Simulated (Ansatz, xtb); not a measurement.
# H4SSe2Si: which of two conformers lies lower

Structure a is `S[SiH2][Se][SeH]`, a singlet and structure b is `S[SiH2][Se][SeH]`, a singlet. Both are isolated molecules in the gas phase, relaxed with PBE0-D3(BJ)/def2-SVP.

a (Å):

```yaml
atoms:
  - { symbol: S, position_ang: [-0.4693, 1.5738, 0.1509] }
  - { symbol: Se, position_ang: [-1.2422, -1.7037, -1.4266] }
  - { symbol: Se, position_ang: [-1.0839, -2.3011, 0.8400] }
  - { symbol: Si, position_ang: [0.1945, 0.0774, -1.2205] }
  - { symbol: H, position_ang: [-0.3830, 0.7370, 1.2120] }
  - { symbol: H, position_ang: [1.5278, -0.4572, -0.8211] }
  - { symbol: H, position_ang: [0.2491, 0.7309, -2.5594] }
  - { symbol: H, position_ang: [0.1037, -3.1649, 0.6942] }
```

b (Å):

| atom | x (Å) | y (Å) | z (Å) |
| --- | --- | --- | --- |
| S | 1.6710 | -0.2413 | -0.0421 |
| Se | 0.4085 | 1.0634 | -3.2655 |
| Se | -0.9592 | 2.2357 | -1.7592 |
| Si | 0.6973 | -0.7410 | -1.8859 |
| H | 2.8492 | 0.0674 | -0.6287 |
| H | 1.5104 | -1.7097 | -2.6810 |
| H | -0.6154 | -1.3126 | -1.4847 |
| H | 0.1458 | 2.7066 | -0.9036 |

Energies in hartree; the thermal terms are from PBE0-D3(BJ)/def2-SVP harmonic frequencies (ideal gas, rigid rotor, one conformer each, 298.15 K, 1 atm) and include the zero-point energy:

|  | a | b |
| --- | --- | --- |
| E, CCSD(T)/def2-SVP | −5488.491181 | −5488.491455 |
| E, MP2/def2-SVP | −5488.431207 | −5488.431449 |
| E, MP2/def2-TZVPP | −5489.419179 | −5489.419193 |
| zero-point energy | 0.036468 | 0.036400 |
| H(298 K) − E | 0.045078 | 0.045100 |
| G(298 K) − E | 0.001778 | 0.001574 |

Q: Correct the CCSD(T) difference for the basis set by the MP2 change, then work out ΔE, ΔE₀, ΔH and ΔG for a → b in kcal/mol (1 Eh = 627.51 kcal/mol) and the equilibrium ratio [b]/[a].

A: 1. Differences b − a: CCSD(T) −0.000274, MP2 in the small set −0.000242, MP2 in the large set −0.000014 Eh.
2. ΔE = −0.000274 + (−0.000014 − (−0.000242)) = −0.000046 Eh = −0.03 kcal/mol.
3. ΔE₀ = ΔE + ΔZPE = −0.000046 + (−0.000068) Eh = −0.07 kcal/mol.
4. ΔH = ΔE + (+0.000022) Eh = −0.02 kcal/mol.
5. ΔG = ΔE + (−0.000204) Eh = −0.16 kcal/mol, so ΔS = (ΔH − ΔG)/T = +2.0 J/(mol K).
6. kT = 0.9442 mEh, so K = [b]/[a] = exp(−ΔG/kT) = exp(+0.26) ≈ 1.3.

The two are too close for this level to say which is favoured. An error of 1 kcal/mol in ΔG would change K by a factor of 5.4. Mirror images and further conformers aren't counted.

Other levels gave ΔE = −0.1 (PBE0-D3(BJ)/def2-SVP); −0.6 (HF/def2-SVP); −0.2 (MP2/def2-SVP); −0.2 (CCSD(T)/def2-SVP) kcal/mol. The correlated steps freeze 28 core orbitals; the filled d shell of Se is correlated, in a basis made for valence electrons. Programs: Ansatz 0.2.0.
